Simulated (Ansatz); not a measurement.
`[CH3][GeH]([NH2])[NH2]` + `BBCl` → `[CH3][GeH]([NH2])[Cl]` + `BBN`  (redistribution)

Isolated molecules relaxed with PBE0-D4/def2-TZVP in Ansatz; ΔE leaves out vibrations. CCSD(T)/CBS is the MP2 limit (def2-TZVPP, def2-QZVPP) plus CCSD(T) − MP2 in def2-TZVPP, frozen cores. Functionals use def2-TZVPP. B3LYP here is the variant with VWN-RPA as its local correlation; programs differ in this. For Ge outer-core shells are correlated without core-valence functions, which leaves a few kJ/mol of doubt a bond. Scalar relativity is left out up to krypton. Each species was taken in one conformer, which may not be the lowest.

`[CH3][GeH]([NH2])[NH2]`:

Cartesian coordinates in Å:
```
C -0.682 0.888 1.265
Ge -0.168 0.102 -0.434
N 1.533 0.627 -0.883
N -0.198 -1.726 -0.173
H -1.700 0.603 1.538
H -0.003 0.545 2.048
H -0.627 1.975 1.204
H -1.058 0.595 -1.603
H 1.729 0.618 -1.873
H 2.263 0.122 -0.401
H -1.011 -2.068 0.322
H -0.079 -2.280 -1.010
```

`BBCl`:

Cartesian coordinates in Å:
```
B -0.104 -0.847 0.201
B 0.174 0.769 -0.011
Cl -0.354 1.502 -1.514
H 0.692 -1.673 -0.145
H -1.117 -1.250 0.699
H 0.709 1.500 0.770
```

`[CH3][GeH]([NH2])[Cl]`:

Z-matrix (Å, degrees):
```
C
Ge 1 1.934
H 1 1.091 2 109.7
H 1 1.091 2 109.8 3 120.0
H 1 1.090 2 109.9 3 -119.4
N 2 1.822 1 109.6 3 -59.5
Cl 2 2.185 1 106.3 3 61.6
H 2 1.534 1 116.0 3 178.2
H 6 1.011 2 114.7 1 55.1
H 6 1.010 2 114.8 1 -177.8
```

`BBN`:

```xyz
8

B    -0.151    0.872    1.094
B     0.137    0.205   -0.402
N     0.036   -1.124   -0.803
H    -1.220    1.328    1.397
H     0.723    1.028    1.904
H     0.481    0.993   -1.254
H     0.234   -1.427   -1.741
H    -0.239   -1.875   -0.194
```

**Question.** Is it downhill or uphill in electronic energy at CCSD(T)/CBS, and by how much? (Best estimate.)

**Answer.** Ansatz gave: Downhill: ΔE = -116.8 kJ/mol.

**Question.** What do these levels give: PBE-D4, PBE0-D4, B3LYP-D4, ωB97X-V, ωB97M-V, PBE, r2SCAN, SCS-MP2/def2-TZVPP, HF/def2-QZVPP, MP2/def2-QZVPP, HF/CBS(def2), MP2/CBS(def2)? (Best estimate.)

**Answer.** The calculation gave: PBE-D4 -125.7, PBE0-D4 -126.1, B3LYP-D4 -126.8, ωB97X-V -122.1, ωB97M-V -124.7, PBE -126.3, r2SCAN -124.7, SCS-MP2/def2-TZVPP -116.6, HF/def2-QZVPP -123.6, MP2/def2-QZVPP -117.2, HF/CBS(def2) -123.6, MP2/CBS(def2) -117.3 kJ/mol.

Largest T1 diagnostic among the species: 0.013.

In def2-TZVPP, CCSD(T) changes the Hartree–Fock value by +7.2 kJ/mol (the triples alone add +0.7 kJ/mol) and MP2 by +6.6 kJ/mol.
